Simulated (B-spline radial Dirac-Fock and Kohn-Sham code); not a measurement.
## Neutral magnesium: differential elastic cross section for electrons at 139 eV

These are calculated numbers from a B-spline atomic structure program; the model is relativistic (Dirac) partial waves in the static field of the Dirac-Fock atom with Furness-McCarthy exchange, without polarisation or absorption potentials. Below a few hundred eV the neglected polarisation potential matters, most of all at small angles.

| θ (°) | dσ/dΩ (Å²/sr) | Sherman function |
| --- | --- | --- |
| 0 | 14.6 | 0.000 |
| 0.5 | 14.6 | 0.000 |
| 1 | 14.5 | 0.000 |
| 2 | 14.2 | 0.000 |
| 4 | 12.9 | 0.000 |
| 8 | 9.20 | 0.000 |
| 12 | 5.55 | 0.000 |
| 16 | 3.09 | 0.000 |
| 24 | 1.04 | 0.000 |
| 32 | 0.489 | 0.000 |
| 45 | 0.221 | 0.001 |
| 60 | 0.109 | 0.003 |
| 75 | 0.0497 | 0.006 |
| 90 | 0.0173 | 0.006 |
| 105 | 0.0183 | -0.009 |
| 120 | 0.0607 | -0.007 |
| 135 | 0.138 | -0.004 |
| 150 | 0.227 | -0.002 |
| 165 | 0.299 | -0.001 |
| 180 | 0.326 | 0.000 |

The total elastic cross section is 3.79 Å², the first transport cross section 1.42 Å² and the second, weighted with (3/2) sin²θ, 1.18 Å². The mean deflection is ⟨1 − cos θ⟩ = 0.374, and 16 % of the collisions scatter beyond 90°.

On this grid of angles the cross section has a minimum near 90°, from interference among the few low partial waves with large phase shifts.

Phase shifts modulo π (rad) for κ = −1 to −5: 1.314, -0.497, 1.157, 0.603, 0.383.
